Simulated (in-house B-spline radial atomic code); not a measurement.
The lead ion Pb³⁺ is squeezed into an impenetrable sphere of radius R (the orbitals vanish at R). Computed with an all-electron radial atomic-structure program (B-spline basis): Dirac-Hartree-Fock, average of configuration, Fermi nucleus of rms radius 5.5012 fm.

Energies in eV above the free ion in [Xe] 4f14 5d10 6s1:

```
R (bohr)  highest level (eV)  [Xe] 4f14 5d10 6s1  [Kr] 4d10 4f14 5s2 5p5 5d10 6s1 6d1  [Xe] 4f14 5d9 6s1 6f1
     7.9               -40.8           4.961e-05                                112.1                  49.23
    5.77               -40.8             0.01584                                113.3                  56.68
    5.48               -40.8             0.03316                                113.8                  58.68
    3.99               -39.8                1.23                                122.7                  80.26
    3.69               -38.8               2.505                                  128                  89.61
    2.98               -31.8               14.09                                158.2                  133.1
    2.65               -22.7                32.8                                194.6                  177.7
    2.27               0.816               91.65                                289.8                  283.5
    1.66                 135               575.3                                925.1                  928.9
    1.53                 204               887.3                                 1303                   1303
```

Problem. Does [Kr] 4d10 4f14 5s2 5p5 5d10 6s1 6d1 fall below [Xe] 4f14 5d10 6s1 under compression?

Solution. No, it stays above over the whole range.

Problem. Does [Xe] 4f14 5d9 6s1 6f1 fall below [Xe] 4f14 5d10 6s1 under compression?

Solution. No, it stays above over the whole range.

The highest level is first positive in the row R = 2.27 bohr, pushed up by confinement above the zero of the free ion's potential. Each configuration is held fixed and needn't be the lowest in the sphere.
